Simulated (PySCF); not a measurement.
## Stretching CsCa

Set-up: Cs x2c-TZVPall, Ca x2c-TZVPall; spin-free X2C with a Gaussian nucleus (PySCF 2.14). Energies in eV from Cs + Ca in their ground configurations at the same level. State: ²Σ⁺ (doublet), unpaired electrons σ ↑.

| R (Å) | PBE0 |
| --- | --- |
| 4.021 | -0.0937 |
| 4.208 | -0.1582 |
| 4.395 | -0.1926 |
| 4.536 | -0.2042 |
| 4.676 | -0.2069 |
| 4.816 | -0.2032 |
| 5.003 | -0.1916 |
| 5.237 | -0.1709 |
| 5.518 | -0.1425 |
| 5.892 | -0.1057 |

Question: Put a parabola through the three lowest points of the PBE0 curve and estimate Re, k and ωe (reduced mass 30.72 u; 1 eV/Å² = 0.16022 mdyn/Å; ωe = 1302.8·√(k/μ) cm⁻¹).

Answer: Through R = 4.536, 4.676, 4.816 Å the second-order coefficient is 0.163 eV/Å², so Re ≈ 4.665 Å, k ≈ 0.0523 mdyn/Å and ωe ≈ 54 cm⁻¹. A polynomial fit of higher order to the unrounded PBE0 energies gives Re = 4.658 Å, k = 0.0541 mdyn/Å, ωe = 54.7 cm⁻¹; anharmonicity and rounding make the difference.

The higher-order fit for each curve: PBE0: Re = 4.658 Å, ωe = 54.7 cm⁻¹, De = 0.207 eV.

The bond is weak. Basis-set superposition, not corrected here, can be much of De in a small basis, most of all at correlated wavefunction levels. Functionals without a dispersion term scatter widely for such bonds, and LDA overbinds them. Spin–orbit coupling is left out. The state is the lowest determinant that a PBE0 search found; another state may lie lower at other levels.
